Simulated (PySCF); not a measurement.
C2H3Cl2Ga, SMILES C=[CH][Ga]([Cl])[Cl]. Atoms are numbered in the order given.

```xyz
8

Ga     0.1331     0.0620     0.0000
Cl     0.6240     2.1455     0.0000
Cl    -1.9642    -0.3956     0.0000
C      1.4191    -1.3724     0.0000
C      1.0012    -2.6483     0.0000
H      2.4931    -1.1481     0.0000
H      1.7071    -3.4890     0.0000
H     -0.0644    -2.9089     0.0000
```
Charge 0, spin multiplicity 1.

Geometry: r2SCAN-D4/def2-SVP. The structure was generated by enumeration; whether it is a known compound was not checked. Other conformers were not sampled.

These are PBE0/def2-TZVP in PySCF values and carry that method's errors.

Isolated molecule, no solvent.

```
Item                                                                                                           Result
---------------------------------------------------------------------------------------------  ----------------------
total energy                                                                                      -2922.76906 hartree
point group                                                                                                        Cs
highest occupied level                                                                                       -8.70 eV
lowest empty level                                                                                           -1.90 eV
orbital gap                                                                                                   6.80 eV
dipole moment                                                                                                  2.98 D
quadrupole, principal values (traceless, Buckingham form, about the centre of nuclear charge)   -4.77, 0.93, 3.84 D·Å
mean static polarisability                                                                      73.3 bohr³ (10.86 Å³)
polarisability, principal values                                                               47.3, 76.0, 96.6 bohr³
```
